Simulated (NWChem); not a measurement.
C₃H₆Si; SMILES [SiH3]C=C=C

Computed with NWChem. Pople sets run with spherical d functions. The geometry was optimised at B3LYP/6-31G* (spherical d). Level MN15/6-31G*: energy and gradient on several grids; changes count from the extra-fine grid, which is no exact limit either.

```json
[
 {"grid": "xcoarse", "size of the energy change (μHa)": "50000", "largest change of a gradient component (μHa/bohr)": "3000", "time, medium = 1 (rough)": "about 1"},
 {"grid": "coarse", "size of the energy change (μHa)": "700", "largest change of a gradient component (μHa/bohr)": "700", "time, medium = 1 (rough)": "about 1"},
 {"grid": "medium", "size of the energy change (μHa)": "< 10", "largest change of a gradient component (μHa/bohr)": "60", "time, medium = 1 (rough)": "about 1"},
 {"grid": "fine", "size of the energy change (μHa)": "< 10", "largest change of a gradient component (μHa/bohr)": "< 30", "time, medium = 1 (rough)": "about 1"},
 {"grid": "xfine", "size of the energy change (μHa)": "< 10", "largest change of a gradient component (μHa/bohr)": "< 30", "time, medium = 1 (rough)": "2"}
]
```
